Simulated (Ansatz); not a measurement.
`C[SiH2]N(C)C` + H₂ → `CN(C)[SiH3]` + CH₄ at 400 K and 1 bar (hydrogenolysis of the Si–C bond).

Gas-phase electronic energies from Ansatz, PBE0-D4/def2-TZVP geometries. CCSD(T)/CBS adds triple-zeta CCSD(T) − MP2 to the extrapolated MP2 energy (def2 sets, frozen cores). This one scheme is used for every species. Each species was taken in one conformer, which may not be the lowest.

| species | CCSD(T)/CBS energy (Eh) | H − E (kJ/mol) | S (J/(mol·K)) |
| --- | --- | --- | --- |
| `C[SiH2]N(C)C` | -464.57799 | 396.2 | 407.7 |
| H₂ | -1.17544 | 38.0 | 139.0 |
| `CN(C)[SiH3]` | -425.29981 | 312.9 | 361.2 |
| CH₄ | -40.46206 | 131.3 | 197.2 |

H − E and S are ideal-gas, rigid-rotor, harmonic terms from PBE0-D4/def2-TZVP, for one conformer and one mirror image of each species. For small species the MP2-based limit differs from directly extrapolated CCSD(T) by up to some mEh (0.8 for H₂); such offsets cancel only in part. 1 Eh = 2625.50 kJ/mol, R = 8.31446 J/(mol·K).

Problem. By hand: ΔE, ΔH, ΔS and ΔG.

Solution. ΔE = (-425.29981) + (-40.46206) − (-464.57799) − (-1.17544) = -0.00844 Eh = -22.2 kJ/mol. Δ(H − E) = 312.9 + 131.3 − 396.2 − 38.0 = 10.0, so ΔH = -12.2 kJ/mol. ΔS = 361.2 + 197.2 − 407.7 − 139.0 = 11.7 J/(mol·K). ΔG = -12.2 − 400 × (11.7)/1000 = -16.9 kJ/mol.

Problem. By hand: the equilibrium constant, and the temperature at which ΔG would vanish if ΔH and ΔS stayed fixed.

Solution. log₁₀ K = −ΔG/(RT ln 10) = 2.2. ΔH and −TΔS have one sign here, so there is no such temperature.

TΔS isn't small against ΔH here. A doubt of 5 kJ/mol in ΔE shifts log₁₀ K by 0.7 here. Other conformers and mirror images would add mixing entropy, several J/(mol·K) or more a flexible species. Modes under 60 cm⁻¹, often nearly free rotors, make the harmonic entropy too high. These are equilibria of isolated gas molecules and say nothing of rates. Largest T1 diagnostic: 0.010 (customary marks: 0.02 for closed shells, 0.045 for open ones).

ΔS is within the doubt of such terms, so its sign, and with it that verdict, could turn.
